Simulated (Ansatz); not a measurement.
Steps of a relaxation of C₂ClF₅ (`FC(F)(F)C(F)(F)Cl`) with RKS PBE0-D4/def2-TZVP.

```sh
$ ansatz run in.yaml --threads 2 --pin off --events-out ev --progress --plain --max-ram 32768MiB --backend cuda --devices 0, --max-vram 18GiB
```

```yaml
crystal:
  periodic: [false, false, false]
  atoms:
    - {symbol: F, position_ang: [0.482127, -1.659835, -0.366172]}
    - {symbol: C, position_ang: [0.000413, -0.444922, -0.661795]}
    - {symbol: F, position_ang: [-1.258701, -0.562472, -1.104867]}
    - {symbol: F, position_ang: [0.754545, 0.098529, -1.631596]}
    - {symbol: C, position_ang: [0.048039, 0.477838, 0.596257]}
    - {symbol: F, position_ang: [-0.415456, 1.693698, 0.257955]}
    - {symbol: F, position_ang: [1.326351, 0.599626, 0.994611]}
    - {symbol: Cl, position_ang: [-0.937308, -0.202472, 1.915627]}
basis:
  gaussian: {orbitals: def2-TZVP}
hamiltonian: {xc: pbe0, dispersion: d4}
relax: {f_tol: 0.005, max_steps: 150}
```

Positions (Å) and forces (eV/Å) along the path, 5 of 5 steps:

```xyz
8
step=1 energy=-28169.1107 eV
F     0.482   -1.660   -0.366   -0.308    0.764   -0.225
C     0.000   -0.445   -0.662   -0.003   -0.209   -0.305
F    -1.259   -0.562   -1.105    0.814    0.056    0.252
F     0.755    0.099   -1.632   -0.483   -0.369    0.588
C     0.048    0.478    0.596    0.036    0.215    0.234
F    -0.415    1.694    0.258    0.285   -0.690    0.201
F     1.326    0.600    0.995   -0.737   -0.050   -0.231
Cl   -0.937   -0.202    1.916    0.395    0.284   -0.514
8
step=2 energy=-28169.1477 eV
F     0.479   -1.649   -0.367   -0.114    0.294   -0.080
C     0.000   -0.443   -0.659   -0.005   -0.116   -0.162
F    -1.249   -0.560   -1.100    0.309    0.026    0.099
F     0.749    0.096   -1.622   -0.185   -0.132    0.238
C     0.047    0.475    0.594   -0.037    0.069    0.190
F    -0.413    1.683    0.258    0.108   -0.252    0.062
F     1.316    0.596    0.990   -0.264   -0.018   -0.095
Cl   -0.930   -0.198    1.905    0.188    0.130   -0.252
8
step=3 energy=-28169.1546 eV
F     0.477   -1.643   -0.367    0.004   -0.013    0.002
C     0.000   -0.442   -0.656    0.005   -0.003   -0.017
F    -1.243   -0.559   -1.097   -0.013   -0.003   -0.005
F     0.745    0.096   -1.613    0.008    0.008   -0.009
C     0.046    0.473    0.594   -0.047   -0.036    0.057
F    -0.411    1.676    0.258   -0.002    0.025   -0.010
F     1.311    0.594    0.986    0.026    0.007    0.001
Cl   -0.925   -0.195    1.896    0.018    0.016   -0.019
8
step=4 energy=-28169.1547 eV
F     0.477   -1.643   -0.368    0.001   -0.003   -0.001
C     0.000   -0.443   -0.657   -0.001   -0.003   -0.003
F    -1.243   -0.560   -1.097   -0.002   -0.001   -0.003
F     0.745    0.097   -1.613   -0.004    0.000    0.009
C     0.045    0.472    0.596    0.009    0.008   -0.010
F    -0.410    1.676    0.257   -0.008    0.002    0.003
F     1.311    0.594    0.986    0.002   -0.005    0.007
Cl   -0.924   -0.193    1.897    0.003    0.003   -0.003
8
step=5 energy=-28169.1547 eV
F     0.477   -1.643   -0.369    0.000    0.000    0.001
C     0.000   -0.443   -0.657    0.000    0.001    0.000
F    -1.243   -0.560   -1.098    0.000    0.000    0.000
F     0.745    0.098   -1.613    0.000    0.000   -0.001
C     0.045    0.472    0.596    0.000    0.000    0.001
F    -0.410    1.676    0.257   -0.001    0.000    0.000
F     1.311    0.593    0.986    0.000   -0.001    0.000
Cl   -0.924   -0.192    1.897    0.000    0.000   -0.001
```

Run time 24 s (2 threads of an AMD EPYC 7R13 on a shared host and a share of an NVIDIA H100 80 GB); peak host memory 0.89 GiB.
